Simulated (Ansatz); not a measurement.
`[SiH3]O[SiH2]O[SiH3]`. Total charge 0; spin multiplicity 1. All single points use the PBE0-D4/def2-TZVP geometry. It is one conformer, not always the lowest.

```xyz
13

Si    1.652    1.006    1.463
O     1.378   -0.170    0.357
Si    0.394   -1.381   -0.106
O    -1.098   -0.822   -0.436
Si   -1.991    0.182   -1.372
H     3.074    1.413    1.366
H     1.369    0.501    2.832
H     0.778    2.174    1.184
H     0.259   -2.365    0.992
H     0.985   -1.983   -1.323
H    -1.855    1.579   -0.887
H    -1.535    0.109   -2.786
H    -3.409   -0.241   -1.284
```

(1) What is the dipole moment at B3LYP/def2-TZVPP? (Best estimate.)

(2) And with PBE, r2SCAN, ωB97M-V? (Estimate.)

(3) Give the Mulliken charges with B3LYP, ωB97M-V, r2SCAN in def2-TZVPP. (Estimate.)

Answers

(1) Computed: 0.24 D, with components (-0.06, 0.23, 0.02) D in this frame, pointing from negative to positive charge.

(2) Ansatz gave: PBE 0.23 D, r2SCAN 0.23 D, ωB97M-V 0.24 D.

(3) Ansatz gave: 
| atom | B3LYP | ωB97M-V | r2SCAN |
| --- | --- | --- | --- |
| Si1 | 0.40 | 0.30 | 0.43 |
| O2 | -0.39 | -0.40 | -0.42 |
| Si3 | 0.55 | 0.46 | 0.58 |
| O4 | -0.39 | -0.40 | -0.42 |
| Si5 | 0.40 | 0.30 | 0.43 |
| H6 | -0.07 | -0.03 | -0.07 |
| H7 | -0.07 | -0.03 | -0.07 |
| H8 | -0.07 | -0.03 | -0.07 |
| H9 | -0.08 | -0.04 | -0.08 |
| H10 | -0.08 | -0.04 | -0.08 |
| H11 | -0.07 | -0.03 | -0.07 |
| H12 | -0.07 | -0.03 | -0.07 |
| H13 | -0.07 | -0.03 | -0.07 |

B3LYP here is the variant with VWN-RPA as its local correlation; programs differ in this.
